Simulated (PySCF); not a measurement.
Match the calculated data to a structure.

All candidates are C2H10N2Si.

| technique | computed result |
| --- | --- |
| Polarisability | 68.5 au [CAM-B3LYP/def2-SVPD] |
| UV, strongest line | among the 6 lowest singlet transitions: S5 at 7.73 eV (160 nm, f = 0.050) [TDDFT CAM-B3LYP/def2-SVPD] |
| Dipole | 0.39 D [CAM-B3LYP/def2-SVPD] |
| UV, first state | lowest singlet excitation: 6.53 eV (190 nm, f = 0.046) [TDDFT CAM-B3LYP/def2-SVPD] |
| Rotational structure | rotational constants A, B, C: 5.554, 2.645, 1.990 GHz [PBE0-D3(BJ)/def2-SVP] |

Gas-phase values; electronic properties from PySCF, density fitting. Levels stand in brackets. Geometry: PBE0-D3(BJ)/def2-SVP, one conformer, isolated molecule.

Question: Which candidate is it?
A. `CC[SiH](N)N`
B. `[H][Si]([H])(NC)NC`
C. `CN[SiH2]NC`

Answer: A. It is `CC[SiH](N)N`. Numbering: `[CH3:1][CH2:2][SiH:3]([NH2:4])[NH2:5]`. Its formula, C2H10N2Si, gives 0 degrees of unsaturation, so no ring and no π bond. The optimised geometry has point group C1 and is an asymmetric top.

The others, at the same levels:
- `[H][Si]([H])(NC)NC` fails: its computed lowest singlet excitation is 6.09 eV (204 nm, f = 0.004) (against 6.53 eV), rotational constant A is 7.323 GHz (against 5.554 GHz) and smallest rotational constant is 1.807 GHz (against 1.990 GHz).
- `CN[SiH2]NC` fails: its computed lowest singlet excitation is 6.12 eV (203 nm, f = 0.001) (against 6.53 eV), strongest line among the 6 lowest singlet transitions is S5 at 7.24 eV (171 nm, f = 0.045) (against S5 at 7.73 eV) and rotational constant A is 14.225 GHz (against 5.554 GHz).

Each candidate is one conformer, not necessarily the lowest. The conformers computed, where there is a choice (atom-mapped SMILES and torsion angles):
- `[CH3:1][CH2:2][SiH:3]([NH2:4])[NH2:5]`: C1–C2–Si3–N4 -57°, H–N4–Si3–C2 91°, H–N4–Si3–C2 -60°, H–N5–Si3–C2 -36°, H–N5–Si3–C2 180°
- `[CH3:1][NH:2][SiH2:3][NH:4][CH3:5]`: C1–N2–Si3–N4 147°, N2–Si3–N4–C5 145°
